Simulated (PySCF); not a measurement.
C6H8N2Se.
Z-matrix (Å and degrees, PBE0-D3(BJ)/def2-SVP geometry), rows numbered from 1:
```
C 
N   1  1.3006
Se  2  1.8008  1  106.88
N   3  1.7982  2   92.73  1    -0.01
C   4  1.3070  3  107.93  2     0.02
C   5  1.4938  1  123.83  2   179.60
C   6  1.5547  5  115.75  1    48.42
C   7  1.5419  6   90.36  5  -111.38
C   8  1.5419  7   89.79  6    -6.40
H   1  1.0960  2  119.14  3   179.98
H   6  1.0979  5  107.36  1   177.82
H   7  1.0993  6  112.56  5   132.28
H   7  1.1004  6  115.30  5     8.07
H   8  1.1006  7  113.72  6   109.53
H   8  1.0995  7  115.76  6  -125.14
H   9  1.0993  6  112.60  5  -131.86
H   9  1.1003  6  115.19  5    -7.62
```

All values: PBE0/def2-SVPD (PySCF, non-relativistic), on one gas-phase PBE0-D3(BJ)/def2-SVP geometry that isn't relaxed in the solvent. The solvent is an IEF-PCM continuum (Bondi radii, 1.10 Å for H, scaled by 1.2), and excitations are vertical TDDFT with non-equilibrium linear response and a frozen core. Specific hydrogen bonds and non-electrostatic terms are outside this model. Spin–orbit coupling is left out although an atom past zinc is present.

Gas-phase singlets (H = HOMO, L = LUMO):

```tsv
state	E (eV)	λ (nm)	f	leading configuration
S1	4.800	258	0.172	H→L 93%
S2	4.854	255	0.000	H-1→L 86%
S3	4.963	250	0.000	H→L+1 89%
S4	5.357	231	0.001	H-2→L 93%
S5	6.153	202	0.023	H-1→L+1 47%
```

Problem. What are the lowest 5 singlets in chloroform (ε = 4.711)?

Solution. 
| state | E (eV) | λ (nm) | f | leading configuration | change by rank (eV) |
| --- | --- | --- | --- | --- | --- |
| S1 | 4.684 | 265 | 0.237 | H→L 95% | -0.116 |
| S2 | 4.915 | 252 | 0.000 | H→L+1 59% | +0.061 |
| S3 | 4.974 | 249 | 0.000 | H-1→L 53% | +0.011 |
| S4 | 5.335 | 232 | 0.001 | H-2→L 86% | -0.022 |
| S5 | 6.040 | 205 | 0.004 | H-3→L 92% | -0.113 |

Problem. How does the list change in methanol (ε = 32.61)?

Solution. 
```
state  E (eV)  λ (nm)      f  leading configuration  change by rank (eV)
   S1   4.690     264  0.224                H→L 95%               -0.110
   S2   4.928     252  0.000              H→L+1 78%               +0.074
   S3   5.004     248  0.000              H-1→L 67%               +0.041
   S4   5.329     233  0.001              H-2→L 82%               -0.028
   S5   5.980     207  0.002              H-3→L 94%               -0.173
```

Problem. The ground-state energy changes by -0.211 eV from gas to methanol. By how much does the total energy of gas-phase S1 change?

Solution. E(S1) = E(S0) + excitation energy, so it changes by -0.211 − 0.110 = -0.321 eV: it is lowered more than the ground state, which is what a red shift means. This is the vertical state, with the slow part of the continuum still set for S0.

Problem. How do the frontier levels move from gas to methanol?

Solution. 
| orbital | gas (eV) | solvent (eV) | change (eV) | Löwdin shares, gas | Löwdin shares, solvent |
| --- | --- | --- | --- | --- | --- |
| LUMO+2 | 0.58 | 0.59 | +0.01 | Se3 54 %, N2 7 %, N4 6 %, C1 4 % | Se3 64 %, N2 9 %, N4 8 %, C1 4 % |
| LUMO+1 | -0.64 | -0.66 | -0.02 | Se3 71 %, N2 11 %, N4 11 % | Se3 72 %, N2 11 %, N4 11 % |
| LUMO | -1.62 | -1.70 | -0.08 | N2 25 %, N4 22 %, Se3 20 %, C1 14 % | N2 25 %, N4 22 %, Se3 19 %, C1 15 % |
| HOMO | -7.17 | -7.20 | -0.03 | Se3 51 %, C1 13 %, C5 12 %, N2 7 % | Se3 50 %, C1 13 %, C5 12 %, N2 7 % |
| HOMO-1 | -8.23 | -8.35 | -0.12 | N4 39 %, N2 31 %, Se3 8 %, C5 4 % | N4 31 %, N2 20 %, C6 9 %, C8 8 % |
| HOMO-2 | -8.61 | -8.57 | +0.04 | N2 20 %, Se3 17 %, C5 12 %, N4 11 % | N2 13 %, Se3 12 %, C5 10 %, C6 9 % |
| HOMO-3 | -8.70 | -8.63 | +0.07 | N4 27 %, N2 18 %, C1 9 %, C9 8 % | C7 16 %, C9 16 %, N4 14 %, C6 11 % |

The HOMO–LUMO gap goes from 5.56 to 5.50 eV. Rows go by rank; for HOMO-3, HOMO-2 and HOMO-1 the atom shares or the degeneracy differ between the runs, so the row needn't follow one orbital.

The run took about 1.7 min of CPU time (one thread, shared machine). This is the whole response run at PBE0/def2-SVPD in methanol, SCF included.
